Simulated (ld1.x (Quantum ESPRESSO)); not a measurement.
An all-electron radial function and its pseudo partner (ytterbium)

Columns: radius, all-electron u(r) and pseudo u(r) of the 5p shell (level -32.55 eV) of ytterbium in the configuration [Kr] 4d10 4f13 5s2 5p6 5d1 6s1.75 6p0; PBE, scalar-relativistic, TM scheme, ld1.x (Quantum ESPRESSO) 7.5.

```csv
r (bohr),all-electron,pseudo
0.130,-0.2793,-0.0257
0.260,0.0674,-0.1000
0.390,0.4834,-0.2146
0.520,0.3142,-0.3567
0.650,-0.0951,-0.5102
0.780,-0.4807,-0.6578
0.910,-0.7524,-0.7831
1.040,-0.9061,-0.8732
1.170,-0.9653,-0.9206
1.300,-0.9583,-0.9245
1.430,-0.9090,-0.8905
1.560,-0.8359,-0.8284
1.690,-0.7518,-0.7497
1.820,-0.6651,-0.6648
1.950,-0.5812,-0.5812
2.080,-0.5031,-0.5031
2.210,-0.4323,-0.4323
2.340,-0.3692,-0.3692
2.470,-0.3139,-0.3139
2.600,-0.2659,-0.2659
2.730,-0.2246,-0.2246
2.860,-0.1892,-0.1892
2.990,-0.1590,-0.1590
3.120,-0.1334,-0.1334
3.250,-0.1118,-0.1118
3.380,-0.0935,-0.0935
```

Problem. How many radial nodes do the two functions have?

Solution. The all-electron 5p function has n − l − 1 = 3 (the table is too coarse to show those close to the nucleus); the pseudo-wave has 0, since the states of the same l below it are removed with the core.

Problem. At about which radius was the pseudo-wave matched?

Solution. 2.05 bohr. The columns agree to 0.0005 from 1.82 bohr on; several derivatives are matched, so the curves merge somewhat inside the radius.

Problem. Is the pseudo-wave norm-conserving?

Solution. Yes: the TM scheme keeps the norm inside the radius equal to the all-electron one, which fixes the energy derivative of the logarithmic derivative at the level.
